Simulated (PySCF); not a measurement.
# [Sm(H2O)4]2+ at several levels of theory

Computed with PySCF 2.14.0 (density fitting, no spin-orbit coupling) at the geometry relaxed with PBE0:

```xyz
13
[Sm(H2O)4]2+ (singlet in the valence; each metal's 4f electrons, 6 of them, lie in its core potential, out of spins and levels)
Sm    0.0000    0.0000    0.0000
O     1.5204    1.4606    1.3983
H     2.3223    1.2034    1.8817
H     1.4425    2.4134    1.5688
O    -1.5204   -1.3983    1.4606
H    -1.4425   -1.5688    2.4134
H    -2.3223   -1.8816    1.2034
O     1.5204   -1.4606   -1.3983
H     1.4425   -2.4134   -1.5688
H     2.3223   -1.2034   -1.8817
O    -1.5204    1.3983   -1.4606
H    -2.3223    1.8816   -1.2034
H    -1.4425    1.5688   -2.4134
```

```json
{"level": "PBE0", "basis": "Sm lcecp-0-SVP with ECP52, O def2-SVP, H def2-SVP", "state": "singlet", "HOMO (eV)": "–", "gap (eV)": "–", "charge on Sm1 (e)": "1.27", "population of f-type functions on Sm1 (polarisation alone where 4f lies in the core)": "0.02", "dipole about the centre of mass (D)": "0.00", "largest force component (eV/Å)": "0.01"}
{"level": "TPSS", "basis": "the same", "state": "singlet", "HOMO (eV)": "–", "gap (eV)": "–", "charge on Sm1 (e)": "1.20", "population of f-type functions on Sm1 (polarisation alone where 4f lies in the core)": "0.02", "dipole about the centre of mass (D)": "0.00", "largest force component (eV/Å)": "0.47"}
{"level": "PBE0", "basis": "Sm lcecp-0-TZVP with ECP52, O def2-TZVP, H def2-TZVP", "state": "singlet", "HOMO (eV)": "–", "gap (eV)": "–", "charge on Sm1 (e)": "1.62", "population of f-type functions on Sm1 (polarisation alone where 4f lies in the core)": "0.03", "dipole about the centre of mass (D)": "0.00", "largest force component (eV/Å)": "0.22"}
```

In the lcecp rows the 4f levels are missing from HOMO and gap, and the state counts the valence alone.

Charges are Mulliken's, which hang on the basis. The relaxation used the grid (50, 194), these runs (75, 302) or, all-electron (x2c bases, spin-free X2C Hamiltonian), (99, 590).

What does HF with Sm lcecp-0-SVP with ECP52, O def2-SVP, H def2-SVP give here?

state singlet, charge on Sm1 (e) 1.50, population of f-type functions on Sm1 (polarisation alone where 4f lies in the core) 0.02, dipole about the centre of mass (D) 0.00, largest force component (eV/Å) 0.87. Time: 3.4 s on 2 threads of Arm Neoverse V2, with other jobs on the host, from an already converged density.

A frequency check found unstable modes (2, the lowest at -14 cm⁻¹), so the relaxed geometry is a saddle point, or these are noise. An lcecp potential fixes the number of 4f electrons, so in runs with it no electron can move into or out of that shell.
